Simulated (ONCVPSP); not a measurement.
Before and after: ONCV potential for Mo

* Element: molybdenum (Mo)
* Generator: ONCVPSP 4.0.1
* Type: optimised norm-conserving Vanderbilt (ONCV)
* Functional: PBE
* Relativity: fully relativistic
* Frozen core: [Kr]
* Valence charge: 6
* Reference configuration: 4d5 5s0.5 5p0.5
* Partial waves: 5s: rc 3.20 bohr, ncon 4, nbas 8, qcut 2.1 1/bohr, 2 projectors, debl 1.7 Ha; 5p: rc 3.15 bohr, ncon 3, nbas 6, qcut 2.3 1/bohr, 2 projectors, debl 2.2 Ha; 4d: rc 1.65 bohr, ncon 4, nbas 7, qcut 6 1/bohr, 2 projectors, debl 3.9 Ha
* Local potential: polynomial inside 1.25 bohr (lpopt 3, dvloc0 1 Ha)
* Core correction: none

Open shells are filled in proportion to 2j + 1.

All-electron outer shells of the reference configuration (PBE, scalar-relativistic, ld1.x):

```tsv
shell	level (eV)	outermost node (bohr)	outermost maximum (bohr)
4s	-65.05	0.51	0.99
4p	-39.20	0.52	1.08
5s	-4.56	1.34	2.93
4d	-4.42	0.53	1.38
5p	-1.42	1.54	4.05
```

Change: reference 4d5 5s1; wave 5p: rc 3.15 bohr, ncon 3, nbas 6, qcut 2.3 1/bohr, 2 projectors, debl 2.2 Ha becomes p scattering state at 0.02 Ha: rc 3.15 bohr, ncon 3, nbas 6, qcut 2.3 1/bohr, 2 projectors, debl 2.2 Ha. In the p channel the program set the typed energies aside and used 0.050, 2.250 Ha (j = l + 1/2; the other j can differ).

Cutoffs: the cutoffs (Ha) at which the residual kinetic energy of the hardest occupied pseudo-wave falls to 1 and 0.1 mHa per electron; they do not see the model core or the augmentation charge, which bear on the density cutoff. Errors are all-electron minus pseudo energies relative to the spin-unpolarised reference configuration.

Question: What does the change do?

Answer: The potential gets neither clearly harder nor softer (18 Ha and 52 Ha → 18 Ha and 51 Ha); both files keep a bound ghost (s).

| quantity | base | changed |
| --- | --- | --- |
| cutoff, loose | 18 Ha | 18 Ha |
| cutoff, tight | 52 Ha | 51 Ha |
| bound ghosts | s | s |
| GHOST(+) flags under 300 eV | p3/2 at 31.0 eV, p1/2 at 33.2 eV | p3/2 at 33.3 eV, p1/2 at 35.7 eV |
| largest error over its own tests, meV | +55 | +58 |
| s: phases at 3.24 bohr within 0.05 rad from the reference energy up to (Ha; the scan ends near 5) | 2.9 | 2.9 |
| p3/2: phases at 3.20 bohr within 0.05 rad from the reference energy up to (Ha; the scan ends near 5) | 0.9 | 1.0 |
| p1/2: phases at 3.20 bohr within 0.05 rad from the reference energy up to (Ha; the scan ends near 5) | 1.0 | 1.1 |
| d5/2: phases at 1.68 bohr within 0.05 rad from the reference energy up to (Ha; the scan ends near 5) | to the end of the scan | to the end of the scan |
| d3/2: phases at 1.68 bohr within 0.05 rad from the reference energy up to (Ha; the scan ends near 5) | to the end of the scan | to the end of the scan |

 A true bound ghost makes a file unfit for plane-wave use even where its test errors are small: the radial tests pick states by their node count and pass the ghost by.
